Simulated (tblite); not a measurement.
Input of a run (GFN2-xTB geometry optimisation, gas phase (tblite 0.8.0)), started from a force field or distance geometry:
```
{"job": {"kind": "relax", "xc": "GFN2-xTB", "basis": "xTB"}, "charge": 0, "multiplicity": 2}
C     -1.697500     0.883800    -0.605800
C     -1.530200    -0.375200     0.190300
C     -0.404100    -1.264600    -0.281500
C      0.890700    -0.588700    -0.262400
C      1.975800    -0.045700    -0.201100
C      3.258000     0.597300    -0.174600
O      3.415900     1.976200    -0.322700
O      4.334300    -0.081100     0.004200
H     -0.757000     1.337500    -0.910200
H     -2.421100     0.729500    -1.456800
H     -2.256100     1.617900     0.050900
H     -1.318900    -0.080100     1.267400
H     -2.522600    -0.898500     0.224500
H     -0.570300    -1.578000    -1.341700
H     -0.401500    -2.222500     0.291900
```

Output (eV, eV/Å):
```
step      E/eV     max force
  0    -662.96019    5.613
  1    -663.69044    3.038
  2    -663.73660    7.609
  3    -664.07476    1.819
  4    -664.19845    0.993
  5    -664.24022    1.809
  6    -664.25561    1.286
  7    -664.27385    0.566
  8    -664.29130    0.449
  9    -664.31097    0.759
 10    -664.31833    0.504
 11    -664.32289    0.197
 12    -664.32453    0.227
 13    -664.32660    0.132
 14    -664.32766    0.093
 15    -664.32908    0.146
 16    -664.33086    0.225
 17    -664.33349    0.235
 18    -664.33683    0.183
 19    -664.34120    0.216
 20    -664.34649    0.340
 21    -664.35177    0.354
 22    -664.35544    0.218
 23    -664.35766    0.142
 24    -664.35949    0.150
 25    -664.36149    0.220
 26    -664.36344    0.200
 27    -664.36488    0.088
 28    -664.36596    0.098
 29    -664.36703    0.137
 30    -664.36817    0.166
 31    -664.36913    0.112
 32    -664.36979    0.069
 33    -664.37032    0.069
 34    -664.37089    0.105
 35    -664.37137    0.088
 36    -664.37168    0.041
 37    -664.37187    0.039
 38    -664.37206    0.067
 39    -664.37227    0.070
 40    -664.37245    0.042
 41    -664.37256    0.024
 42    -664.37264    0.034
 43    -664.37276    0.043
 44    -664.37289    0.034
 45    -664.37302    0.035
 46    -664.37314    0.037
 47    -664.37328    0.041
 48    -664.37344    0.043
 49    -664.37356    0.027
 50    -664.37363    0.018
 51    -664.37367    0.024
 52    -664.37373    0.026
 53    -664.37381    0.025
 54    -664.37390    0.023
 55    -664.37398    0.031
 56    -664.37405    0.036
 57    -664.37411    0.032
 58    -664.37419    0.025
 59    -664.37427    0.023
 60    -664.37434    0.024
 61    -664.37439    0.020
 62    -664.37446    0.023
 63    -664.37452    0.022
 64    -664.37458    0.016
 65    -664.37462    0.018
 66    -664.37466    0.018
 67    -664.37472    0.025
 68    -664.37478    0.027
 69    -664.37484    0.019
 70    -664.37488    0.019
 71    -664.37491    0.017
 72    -664.37495    0.022
 73    -664.37501    0.029
 74    -664.37507    0.025
 75    -664.37512    0.017
 76    -664.37514    0.014
 77    -664.37516    0.014
 78    -664.37518    0.014
 79    -664.37519    0.008
```

Summarise the run.

The energy falls by 136.5 kJ/mol over 79 L-BFGS steps, the largest force on an atom goes from 5.61 to 0.008 eV/Å, and the atoms move by 0.207 Å rms after alignment. The bond that changes most is C6–O7 (ends: carbon bonded to C and 2 O; oxygen bonded to C), which shortens by 0.197 Å. Bonds longer at the end by more than 0.005 Å: 3 of 14; shorter: 10. Among the angles that change most is O7–C6–O8, from 116.2° to 141.5°. Among the dihedrals that turn most is H10–C1–C2–C3, from 91° to 61°. The energy never rose by more than 1e-5 eV on the way. The first step brought 52 % of the lowering.

What are the final bond lengths?

C1–C2 1.522 Å, C2–C3 1.533 Å, C3–C4 1.443 Å, C4≡C5 1.204 Å, C5–C6 1.519 Å, C6–O7 1.198 Å, C6=O8 1.228 Å, C1–H9 1.088 Å, C1–H10 1.088 Å, C1–H11 1.087 Å, C2–H12 1.091 Å, C2–H13 1.092 Å, C3–H14 1.093 Å, C3–H15 1.094 Å. Numbering counts from 1 in the input's order; the species is `CCCC#CC([O])=O` [radical].

Its lowest GFN2-xTB frequency is 11 cm⁻¹, too small to tell a flat minimum from a shallow saddle. 3 starts were optimised and ended at 0.00, 0.06 and 0.39 kcal/mol (GFN2-xTB); the lowest of these is shown.

One conformer stands for the species.

The numbers are calculated, not measured.
